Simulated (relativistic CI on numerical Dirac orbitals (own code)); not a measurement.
# V2+: resonant inelastic scattering at the L2,3 edge

Computed with this model: Dirac-Coulomb-Breit CI, orbitals from a KLI potential per configuration, QED by a radiative potential, valence Slater integrals scaled by 0.7, Kramers-Heisenberg scattering through one core-hole configuration in a parametric crystal field; configurations [Ar] 3d3 → [He] 2s2 2p5 3s2 3p6 3d4; 10 K; core-hole width 0.6 eV; summed over polarisations. Incident energies are the highest absorption maxima for each field (at most a few, so the weaker spin-orbit partner edge can be absent), on the computed scale of the free ion. Intensities are in per cent of the strongest line above 0.02 eV; levels within 1 cm⁻¹ are merged; final levels count from the ground level, the first row holds all elastic scattering, lines under 0.4 are left out and each table stops after 24 rows. The scale of the Slater integrals is a model choice and moves the terms in proportion.

Field parameters in Wybourne normalisation: Oh B⁴₀ = 21Dq, B⁴₄ = √(5/14) B⁴₀; Td as Oh with Dq negative (B⁴₀ = 21Dq, B⁴₄ = √(5/14) B⁴₀). The field is a parameter set, without covalency.

S is read from ⟨S²⟩ = S(S + 1).

Oh, 10Dq = 15600 cm⁻¹:

| Final level (eV) | Degeneracy | Irrep | S | 515.3 eV | 516.3 eV | 522.4 eV |
| --- | --- | --- | --- | --- | --- | --- |
| 0.000 | 4 | Γ8 | 1.50 | 199.2 | 330.2 | 318.4 |
| 1.528 | 4 | Γ8 | 0.51 | 4.9 | 6.0 | 16.0 |
| 1.605 | 4 | Γ8 | 0.50 | 3.7 | 2.2 | 24.2 |
| 1.612 | 2 | Γ6 | 0.50 | 2.2 | 0.7 | 18.9 |
| 1.927 | 2 | Γ7 | 1.50 | 4.9 | 5.3 | 16.4 |
| 1.931 | 4 | Γ8 | 1.50 | 10.0 | 11.7 | 100.0 |
| 1.940 | 2 | Γ6 | 1.50 | 2.7 | 2.6 | 29.6 |
| 1.940 | 4 | Γ8 | 1.50 | 4.3 | 3.5 | 47.3 |
| 2.314 | 4 | Γ8 | 0.50 | 7.1 | 4.9 | 29.3 |
| 2.325 | 2 | Γ7 | 0.50 | 2.7 | 3.4 | 22.1 |
| 2.751 | 4 | Γ8 | 1.50 | 2.9 | 4.5 | 38.0 |
| 2.752 | 2 | Γ7 | 1.50 | 2.4 | 1.3 | 9.8 |
| 2.756 | 4 | Γ8 | 1.50 | 4.1 | 5.6 | 14.8 |
| 2.756 | 2 | Γ6 | 1.50 | 3.3 | 4.8 | 4.6 |
| 3.191 | 2 | Γ6 | 0.50 | 0.0 | 0.5 | 2.8 |
| 3.448 | 2 | Γ7 | 0.50 | 0.2 | 1.5 | 2.4 |
| 3.453 | 4 | Γ8 | 0.50 | 1.0 | 4.6 | 6.2 |
| 3.493 | 2 | Γ6 | 0.50 | 0.2 | 0.6 | 1.0 |
| 3.509 | 4 | Γ8 | 0.50 | 0.4 | 1.2 | 3.9 |
| 3.682 | 4 | Γ8 | 0.50 | 0.2 | 0.8 | 3.1 |
| 4.076 | 2 | Γ6 | 0.51 | 0.8 | 2.5 | 4.2 |
| 4.079 | 4 | Γ8 | 0.51 | 0.7 | 3.2 | 8.5 |
| 4.302 | 2 | Γ7 | 1.50 | 0.4 | 0.3 | 3.6 |
| 4.303 | 4 | Γ8 | 1.50 | 1.2 | 0.3 | 9.3 |

Oh, 10Dq = 25350 cm⁻¹:

```tsv
Final level (eV)	Degeneracy	Irrep	S	516.9 eV	517.3 eV	523.1 eV
0.000	4	Γ8	1.50	189.5	184.0	207.8
1.561	4	Γ8	0.50	2.9	7.7	4.0
1.627	4	Γ8	0.50	0.8	2.2	5.6
1.632	2	Γ6	0.50	0.2	1.1	5.1
2.461	4	Γ8	0.50	1.2	1.9	8.5
2.470	2	Γ7	0.50	1.0	1.4	3.2
3.136	2	Γ7	1.50	2.4	9.9	19.2
3.140	4	Γ8	1.50	5.8	16.7	100.0
3.148	4	Γ8	1.50	4.0	4.7	54.1
3.148	2	Γ6	1.50	4.5	1.3	37.9
4.042	2	Γ6	1.50	4.1	9.2	7.9
4.044	4	Γ8	1.50	4.4	9.6	23.4
4.046	2	Γ7	1.50	0.9	1.8	28.5
4.047	4	Γ8	1.50	3.0	5.5	55.1
4.400	2	Γ6	0.50	0.3	1.1	1.5
4.680	2	Γ7	0.50	0.9	2.4	1.8
4.683	4	Γ8	0.50	3.4	6.2	6.7
4.702	2	Γ6	0.50	0.4	1.1	2.7
4.717	4	Γ8	0.50	1.0	3.2	5.5
4.890	4	Γ8	0.50	0.4	1.0	3.6
5.341	2	Γ6	0.50	1.8	3.7	6.0
5.343	4	Γ8	0.50	2.5	2.8	12.9
5.862	2	Γ7	0.50	0.2	0.8	2.9
5.872	4	Γ8	0.50	0.6	1.9	5.0
```

Td, 10Dq = -10800 cm⁻¹:

```tsv
Final level (eV)	Degeneracy	Irrep	S	516 eV	521.9 eV	523.6 eV
0.000	4	Γ8	1.49	1476.7	315.7	231.4
0.004	2	Γ7	1.50	118.6	50.6	13.7
0.024	4	Γ8	1.50	46.2	72.6	31.5
0.037	2	Γ6	1.50	71.3	28.4	0.7
0.204	4	Γ8	0.52	45.8	54.9	48.9
1.209	2	Γ7	1.49	7.8	62.8	5.3
1.211	4	Γ8	1.48	27.2	100.0	30.0
1.222	2	Γ6	1.49	4.4	3.3	5.4
1.223	4	Γ8	1.50	9.7	24.4	12.9
1.353	2	Γ6	0.52	7.9	17.7	28.8
1.364	4	Γ8	0.51	15.8	21.6	63.1
1.402	2	Γ7	0.51	6.9	8.2	5.7
1.417	4	Γ8	0.53	8.7	28.9	30.4
1.844	2	Γ6	0.50	3.5	6.7	15.0
1.860	4	Γ8	0.51	7.2	20.0	37.6
2.320	2	Γ6	1.50	19.6	11.0	5.2
2.331	4	Γ8	1.50	14.6	14.5	13.8
2.343	2	Γ7	1.50	1.8	2.5	6.4
2.344	4	Γ8	1.50	7.7	23.8	11.5
2.475	2	Γ6	0.50	4.2	1.4	9.9
2.531	4	Γ8	0.84	6.8	21.8	9.9
2.546	2	Γ7	0.51	2.6	1.1	3.5
2.567	4	Γ8	1.29	5.6	2.2	10.7
2.786	2	Γ6	0.50	2.0	3.5	3.5
```

For the first field the strongest loss at the lowest incident energy is the level at 1.93 eV (S = 1.50, against 1.50 in the thermal ground state). Levels of other spin, the first over 8 % at 1.53 eV, appear because spin-orbit coupling of the core hole, and in heavier ions of the valence shell too, mixes spins.
